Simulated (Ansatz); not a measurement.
C3H2O, SMILES `C#C[C]O` (lower singlet) (charge 0, multiplicity 1). This singlet lies 0.63 eV below the relaxed triplet at the level B3LYP/cc-pVTZ // PBE0-D3(BJ)/def2-TZVP (Ansatz, an electronic-structure program).

All values below come from HSE06/cc-pVTZ // PBE0-D3(BJ)/def2-TZVP (Ansatz).

Ansatz 0.2 input:
```yaml
crystal:
  periodic: [false, false, false]
  atoms:
    - { symbol: C, position_ang: [1.704703, 0.02808, -0.069397] }
    - { symbol: C, position_ang: [0.494543, 0.015543, -0.03902] }
    - { symbol: C, position_ang: [-0.894941, 0.014375, -0.268032] }
    - { symbol: O, position_ang: [-1.567307, -0.049569, 0.85568] }
    - { symbol: H, position_ang: [2.769592, 0.038418, -0.082311] }
    - { symbol: H, position_ang: [-2.506588, -0.046845, 0.632906] }
basis:
  gaussian: { orbitals: cc-pVTZ }
hamiltonian:
  xc: hse06
```

Output:

```
Functional definition: HSE06
806 factors; their error is unknown
68 factors; integrals over basis functions are off by at most 1.9e-6 eV
mean field evaluation 1: about -5176.3516 eV, gradient 4.8e1 eV
mean field evaluation 2: about -5174.7316 eV, gradient 5.5e1 eV
mean field evaluation 4: about -5181.2454 eV, gradient 4.7e0 eV
mean field evaluation 8: about -5181.2983 eV, gradient 2.0e-1 eV
mean field evaluation 16: about -5181.2946 eV, gradient 1.6e-5 eV
mean field -5181.29456976 eV, -190.4090634310 hartree, gradient 1.6e-5 eV, S^2 0.000000; 0 other end points of the search recorded, 0 dependent functions left out
reference -5181.29459848 eV, -190.4090644864 hartree; 14, 14 occupied and 134, 134 virtual orbitals, 806 factors
Total energy: -5181.29459848 eV, -190.4090644864 hartree
```
